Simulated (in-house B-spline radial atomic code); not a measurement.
Configurations of La³⁺, with energies counted from [Kr] 4d10 5s2 5p6. Computed with an all-electron radial atomic-structure program (B-spline basis): scalar-relativistic (X2C) LC-wPBE, spin-polarised, spherical fractional occupations, exact exchange averaged over the configuration, Fermi nucleus of rms radius 4.855 fm. Shells without spins written out take the highest spin.

Occupations are held fixed; configurations that lie above the ionisation limit could autoionise.

```json
{"configuration": "[Kr] 4d10 5s2 5p5 6d1", "E - E(ref) (eV)": "35.987", "highest orbital": "6d up", "its <r> (bohr)": "5.055"}
{"configuration": "[Kr] 4d10 5s1 5p6 6s1", "E - E(ref) (eV)": "43.902", "highest orbital": "6s up", "its <r> (bohr)": "3.329"}
{"configuration": "[Kr] 4d10 5s1 5p6 6d1", "E - E(ref) (eV)": "54.52", "highest orbital": "6d up", "its <r> (bohr)": "5.034"}
{"configuration": "[Ar] 3d10 4s2 4p5 4d10 5s2 5p6 5f1", "E - E(ref) (eV)": "221.46", "highest orbital": "5f up", "its <r> (bohr)": "4.293"}
{"configuration": "[Ar] 3d9 4s2 4p6 4d10 5s2 5p6 6d1", "E - E(ref) (eV)": "856.71", "highest orbital": "6d up", "its <r> (bohr)": "4.948"}
{"configuration": "[Ar] 3d9 4s2 4p6 4d10 5s2 5p6 6f1", "E - E(ref) (eV)": "862.62", "highest orbital": "6f up", "its <r> (bohr)": "7.499"}
```

**Question.** Order these further configurations by energy, lowest first.
A. [Kr] 4d9 5s2 5p6 5d1
B. [Kr] 4d9 5s2 5p6 5f1
C. [Kr] 4d9 4f1 5s2 5p6
D. [Ar] 3d9 4s2 4p6 4d10 4f1 5s2 5p6
E. [Kr] 4d9 5s2 5p6 6s1

**Answer.** C (99.472 eV), A (107.54 eV), E (112.33 eV), B (124 eV), D (831.53 eV).

**Question.** How far above the reference does [Kr] 4d9 5s2 5p6 6p1 lie?

**Answer.** 117.05 eV; its least bound orbital is 6p up with <r> = 3.841 bohr.
